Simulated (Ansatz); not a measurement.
The same ligand exchange along the group O, S, Se.

Gas-phase electronic energies from Ansatz, PBE0-D4/def2-TZVP geometries. CCSD(T)/CBS is the MP2 limit (def2-TZVPP, def2-QZVPP) plus CCSD(T) − MP2 in def2-TZVPP, frozen cores. This one scheme is used for every species. DFT in def2-TZVPP. B3LYP here is the variant with VWN-RPA as its local correlation; programs differ in this. def2 core potentials past Kr. For Hf, Se outer-core shells are correlated without core-valence functions, which leaves a few kJ/mol of doubt a bond. Scalar relativity is left out up to krypton. One conformer a species, not always the lowest.

```json
{"reaction": "`[OH][Hf]([Cl])([Cl])[Cl]` + H–F → `[F][Hf]([Cl])([Cl])[Cl]` + H₂O", "revPBE-D4 (eV)": "-0.44", "B3LYP-D4 (eV)": "-0.40", "CCSD(T)/CBS(def2) (eV)": "-0.34"}
{"reaction": "`[SH][Hf]([Cl])([Cl])[Cl]` + H–F → `[F][Hf]([Cl])([Cl])[Cl]` + H₂S", "revPBE-D4 (eV)": "-0.89", "B3LYP-D4 (eV)": "-0.95", "CCSD(T)/CBS(def2) (eV)": "-0.82"}
{"reaction": "`[Cl][Hf]([Cl])([Cl])[SeH]` + H–F → `[F][Hf]([Cl])([Cl])[Cl]` + H₂Se", "revPBE-D4 (eV)": "-0.86", "B3LYP-D4 (eV)": "-0.90", "CCSD(T)/CBS(def2) (eV)": "-0.73"}
```

Largest T1 diagnostic: 0.014, for `[SH][Hf]([Cl])([Cl])[Cl]`.
